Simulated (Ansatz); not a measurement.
Start from `O=C(S)N[SiH3]` and change one atom or group to get `O=C(S)BF`.

Ansatz, PBE0-D4/def2-TZVP geometries, multiplicity 1. Each molecule was computed in one conformer, which needn't be the lowest.

```tsv
property	`O=C(S)N[SiH3]`
LUMO energy (PBE0/def2-TZVPP) / eV	-0.32
HOMO energy (ωB97M-V/def2-TZVPP) / eV	-10.09
HOMO–LUMO gap (ωB97M-V/def2-TZVPP) / eV	11.49
LUMO energy (B3LYP/def2-TZVPP) / eV	-0.60
LUMO energy (PBE/def2-TZVPP) / eV	-1.25
size of the dipole moment (PBE/def2-TZVPP) / D	3.70
```

**Question.** What does the change do to each property? (Best estimate.)

**Answer.** Ansatz gave: 
```csv
property,`O=C(S)BF`,shift
LUMO energy (PBE0/def2-TZVPP) / eV,-2.50,-2.18
HOMO energy (ωB97M-V/def2-TZVPP) / eV,-9.89,0.20
HOMO–LUMO gap (ωB97M-V/def2-TZVPP) / eV,9.55,-1.94
LUMO energy (B3LYP/def2-TZVPP) / eV,-2.72,-2.12
LUMO energy (PBE/def2-TZVPP) / eV,-3.44,-2.19
size of the dipole moment (PBE/def2-TZVPP) / D,2.73,-0.97
```

With PBE0 the HOMO rises by 0.22 eV and the LUMO falls by 2.18 eV, so the gap narrows by about 2.40 eV. PBE moves the HOMO by 0.41 eV and ωB97M-V by 0.20 eV. Dipoles are sizes alone; their direction can turn.

B3LYP here is the variant with VWN-RPA as its local correlation; programs differ in this.
